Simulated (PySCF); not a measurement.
Geometry:
| atom | x (Å) | y (Å) | z (Å) |
| --- | --- | --- | --- |
| B1 | -0.160 | -0.227 | 0.011 |
| C2 | 1.412 | -0.246 | -0.097 |
| C3 | 1.991 | -0.495 | 1.304 |
| H4 | 1.792 | 0.714 | -0.485 |
| H5 | 1.758 | -1.043 | -0.775 |
| H6 | 3.093 | -0.500 | 1.289 |
| H7 | 1.681 | 0.285 | 2.018 |
| H8 | 1.661 | -1.464 | 1.710 |
| C9 | -0.959 | 1.127 | 0.114 |
| C10 | -1.326 | 1.575 | -1.309 |
| H11 | -0.336 | 1.905 | 0.589 |
| H12 | -1.879 | 1.020 | 0.709 |
| H13 | -1.869 | 2.533 | -1.301 |
| H14 | -0.431 | 1.712 | -1.938 |
| H15 | -1.970 | 0.836 | -1.811 |
| C16 | -0.922 | -1.555 | 0.013 |
| C17 | -1.531 | -2.612 | 0.018 |
| H18 | -2.060 | -3.548 | 0.019 |

Geometry: PBE0-D3(BJ)/def2-SVP; GIAO shifts from PySCF 2.14, gas phase, non-relativistic, averaged over equivalent atoms.

At PBE0/pcSseg-1 (174 basis functions, 87 s wall time on 1 thread of an Intel Xeon, shared host):
| atoms | δ (ppm) |
| --- | --- |
| B1 | 73.0 |
| C17 | 123.6 |
| C16 | 97.7 |
| C2/C9 | 23.8 |
| C3/C10 | 8.3 |
| H18 | 4.27 |
| H4/H5/H11/H12 | 1.32 |
| H6/H7/H8/H13/H14/H15 | 0.95 |

Referencing at the same level of theory: $^{11}$B (σ = 100.73 ppm) vs BF3·OEt2; $^{13}$C (σ = 184.41 ppm), $^{1}$H (σ = 31.27 ppm) against TMS.

Predict the values at KT2/pcSseg-1 on the same geometry.

Answers


```tsv
atoms	δ at KT2/pcSseg-1	change
B1	66.8	-6.2
C17	114.3	-9.3
C16	93.8	-3.9
C2/C9	25.6	+1.8
C3/C10	9.3	+1.0
H18	4.56	+0.29
H4/H5/H11/H12	1.40	+0.08
H6/H7/H8/H13/H14/H15	0.97	+0.02
```

Chemical shifts δ = σref − σ; $^{11}$B (σref 99.90) vs BF3·OEt2; TMS for $^{13}$C (σref 183.22), $^{1}$H (σref 31.18), all at this level.

The largest change is at C17 (carbon bonded to C, H). Cost: 174 basis functions, 88 s wall time on 1 thread of an Intel Xeon, shared host. The order of the carbon signals is the same at both levels.

A carbon bonded to boron is broadened by the quadrupolar boron nucleus and is often missing from a measured spectrum.
